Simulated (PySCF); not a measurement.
CH6F2OSi2, SMILES F[SiH2]C([SiH2]F)O.

The structure is a stationary point at ωB97X-D3(BJ)/def2-SVP. This is a generated structure with no PubChem entry under its InChIKey; it may be hypothetical. Other conformers were not sampled.

These are PySCF with ωB97X-D3(BJ)/def2-SVP values and carry that method's errors.

Frequencies are harmonic and unscaled.

```
mode  ν (cm⁻¹)  IR (km/mol)  Raman (Å⁴/amu)  depolarisation   moving atoms (share of kinetic energy)
----  --------  -----------  --------------  --------------  ---------------------------------------
1           50          0.8             0.3            0.75                  Si 37 %, F 32 %, H 25 %
2           58          3.1             0.0               –             F 60 %, O 18 %, H 9 %, C 8 %
3          107          4.1             0.1            0.15  F 44 %, Si 19 %, C 15 %, O 12 %, H 10 %
4          156          4.9             0.1            0.75                  O 54 %, F 29 %, Si 11 %
5          218          5.1             1.5            0.55          F 45 %, Si 25 %, H 14 %, O 11 %
6          276         59.2             0.6            0.75                           H 88 %, Si 9 %
7          278          7.9             2.6            0.24  H 30 %, Si 22 %, C 20 %, O 15 %, F 13 %
8          295         99.6             1.3            0.75          Si 40 %, H 25 %, O 16 %, F 15 %
9          565          2.7             8.2            0.75                          H 72 %, Si 23 %
10         602         64.7            12.4            0.14          Si 34 %, H 28 %, C 19 %, O 18 %
11         714        112.9             6.7            0.66                  H 51 %, C 23 %, Si 22 %
12         757          0.4            22.9            0.75                                   H 88 %
13         788         10.0             4.1            0.71                           H 86 %, C 10 %
14         842         52.2            13.9            0.75                           C 49 %, H 41 %
15         874          4.6             9.3            0.75                  F 43 %, H 42 %, Si 15 %
16         881         27.1             2.0            0.44                  F 51 %, H 29 %, Si 19 %
17         910        355.0             5.6            0.75                  H 58 %, Si 26 %, F 15 %
18         953         16.6             2.0            0.75                                   H 91 %
19         969        122.1            14.5            0.73                          H 86 %, Si 11 %
20         989        136.8            13.7            0.44                          H 68 %, Si 23 %
21        1076         42.1             2.4            0.73                   C 42 %, O 41 %, H 15 %
22        1081        271.9             2.6            0.75                  H 58 %, C 30 %, Si 11 %
23        1194         55.7             2.8            0.60                           H 80 %, C 19 %
24        1381         38.1             6.2            0.60                            H 83 %, C 9 %
25        2268         22.5            20.6            0.75                                   H 97 %
26        2275        184.9           201.6            0.12                                   H 97 %
27        2276          0.8             9.0            0.75                                   H 96 %
28        2286        228.4           180.0            0.24                                   H 96 %
29        3079          1.4            89.8            0.27                                   H 92 %
30        3866         39.3            42.9            0.22                                   H 94 %
```
